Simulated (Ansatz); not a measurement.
Computed with Ansatz on PBE0-D4/def2-TZVP structures; ΔE is electronic, products minus reactants. CBS: MP2 limit from def2 TZ/QZ plus the TZ coupled-cluster correction, frozen cores. Elements past krypton have def2 core potentials. For Sn outer-core shells are correlated without core-valence functions, which leaves a few kJ/mol of doubt a bond. One conformer a species, not always the lowest.

`[NH2][SnH]([OH])[SiH2]F` + `ClC[SiH2]Cl` → `F[SiH2]C[SiH2]Cl` + `[NH2][SnH]([OH])[Cl]`  (redistribution)

`[NH2][SnH]([OH])[SiH2]F`:

Z-matrix (Å, degrees):
```
Sn
O 1 1.971
Si 1 2.578 2 103.3
N 1 2.024 2 104.0 3 120.3
H 1 1.713 2 109.0 3 -126.6
H 2 0.961 1 110.9 3 -147.7
F 3 1.607 1 107.0 2 91.4
H 3 1.483 1 112.2 2 -27.3
H 3 1.486 1 111.8 2 -151.1
H 4 1.011 1 115.1 2 -93.3
H 4 1.011 1 114.6 2 140.0
```

`ClC[SiH2]Cl`:

Z-matrix (Å, degrees):
```
C
Si 1 1.873
Cl 1 1.787 2 106.4
H 1 1.090 2 112.5 3 -118.2
H 1 1.090 2 112.5 3 118.2
Cl 2 2.058 1 108.5 3 -180.0
H 2 1.479 1 109.9 3 -61.5
H 2 1.479 1 109.9 3 61.5
```

`F[SiH2]C[SiH2]Cl`:

Cartesian coordinates in Å:
```
F -2.611 -1.360 -0.054
Si -1.056 -1.185 -0.392
C -0.447 0.402 0.354
Si 1.351 0.794 0.085
Cl 1.815 2.584 0.988
H -0.920 -1.169 -1.869
H -0.341 -2.353 0.178
H -0.629 0.371 1.434
H -1.040 1.229 -0.055
H 1.658 0.932 -1.358
H 2.220 -0.245 0.688
```

`[NH2][SnH]([OH])[Cl]`:

```xyz
8

N    -0.219   -1.390   -0.745
Sn   -0.343    0.457    0.003
O     1.419    1.217   -0.335
Cl   -0.564    0.529    2.335
H    -1.032   -1.969   -0.586
H     0.602   -1.891   -0.430
H    -1.620    1.350   -0.667
H     1.758    1.697    0.425
```

| species | HF/def2-TZVPP energy (Eh) |
| --- | --- |
| `[NH2][SnH]([OH])[SiH2]F` | -734.72675 |
| `ClC[SiH2]Cl` | -1248.23701 |
| `F[SiH2]C[SiH2]Cl` | -1178.39956 |
| `[NH2][SnH]([OH])[Cl]` | -804.63758 |

Work out ΔE.

ΔE = (-1178.39956) + (-804.63758) − (-734.72675) − (-1248.23701) = -0.07338 Eh = -2.00 eV. CCSD(T)/CBS gives -1.86 eV.

Largest T1 diagnostic among the species: 0.013.

From PBE to PBE0 (25 % exact exchange), in def2-TZVPP and without D4, ΔE moves by −0.11 eV. In def2-TZVPP, CCSD(T) changes the Hartree–Fock value by +0.15 eV (the triples alone add +0.02 eV) and MP2 by +0.07 eV.
